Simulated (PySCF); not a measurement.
## Solvent effects on NMR parameters

Numbering as in the mapped SMILES `[CH3:1][CH:2]([CH3:3])[O:4][SiH2:5][C:6]([CH3:7])([CH3:8])[CH3:9]` (H(Xn): hydrogen on atom n).

GIAO PBE0/pcSseg-1 in PySCF on one PBE0-D3(BJ)/def2-SVP conformer, non-relativistic, equivalent nuclei averaged. Solvents enter as an IEF-PCM continuum (benzene with ε = 2.3, chloroform with ε = 4.7) around the gas-phase geometry. Shifts are referred to TMS computed in the same medium.

Gas phase, δ in ppm: C2 69.4, C1/C3 26.4, C7/C8/C9 26.2, C6 17.5, Si5 -4.2, H(Si5) 4.62, H(C2) 3.79, H(C1)/H(C3) 1.20, H(C7)/H(C8)/H(C9) 0.99. Dipole moment 0.53 D.

**Question.** How does each δ change in the continuum?

**Answer.** 
| atoms | environment | Δδ, benzene | Δδ, chloroform |
| --- | --- | --- | --- |
| C2 | sp3 CH bonded to O | +0.5 | +0.8 |
| C1/C3 | methyl carbon | +0.2 | +0.3 |
| C7/C8/C9 | methyl carbon | +0.2 | +0.3 |
| C6 | fully substituted sp3 carbon bonded to Si | +0.5 | +0.8 |
| Si5 | silicon bonded to C, O, 2 H | 0.0 | 0.0 |
| H(Si5) | hydrogen on a silicon bonded to C, O | -0.04 | -0.06 |
| H(C2) | hydrogen on an sp3 CH bonded to O | +0.04 | +0.07 |
| H(C1)/H(C3) | hydrogen on a methyl carbon | +0.01 | +0.01 |
| H(C7)/H(C8)/H(C9) | hydrogen on a methyl carbon | 0.00 | 0.00 |

Changes are relative to the gas phase. The dipole moment becomes 0.60 D in benzene, 0.66 D in chloroform.

**Question.** Which nuclei move most (in ppm), and what does the model miss?

**Answer.** C2 (sp3 CH bonded to O, +0.8 ppm) and C6 (fully substituted sp3 carbon bonded to Si, +0.8 ppm) in chloroform. A continuum only polarises the solute; specific hydrogen bonds, the anisotropy of aromatic solvents and changes of geometry or conformer are outside it.
